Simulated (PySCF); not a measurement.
Give a GFN2-xTB geometry of `S([SiH2]C)[SiH2]C=C`.

Z-matrix in Å and degrees, rows numbered from 1:
```
C 
C   1  1.3236
Si  2  1.8754  1  123.90
S   3  2.1491  2  104.28  1  -165.97
Si  4  2.1491  3  103.26  2  -178.77
C   5  1.8879  4  106.06  3   179.67
H   1  1.0783  2  121.72  3     0.23
H   1  1.0793  2  122.57  3  -179.83
H   2  1.0835  1  118.84  3   179.98
H   3  1.4629  2  112.75  1    77.01
H   3  1.4617  2  113.12  1   -48.18
H   5  1.4616  4  107.68  3    59.10
H   5  1.4616  4  107.92  3   -59.55
H   6  1.0855  5  110.82  4  -177.80
H   6  1.0862  5  111.14  4    62.04
H   6  1.0863  5  111.11  4   -57.64
```

Si5 (SiH2 silicon) is tetrahedral (angles from 106.1° to 112.5°). Si3 (SiH2 silicon) is distorted tetrahedral (angles from 104.3° to 113.1°).

Structure optimised with GFN2-xTB, isolated species.

Point group: C1 (no symmetry element, even within 0.4 Å). GFN2-xTB frequencies: not computed here. One conformer, not necessarily the lowest (C1–C2–Si3–S4 -166°, C2–Si3–S4–Si5 -179°, Si3–S4–Si5–C6 180°).
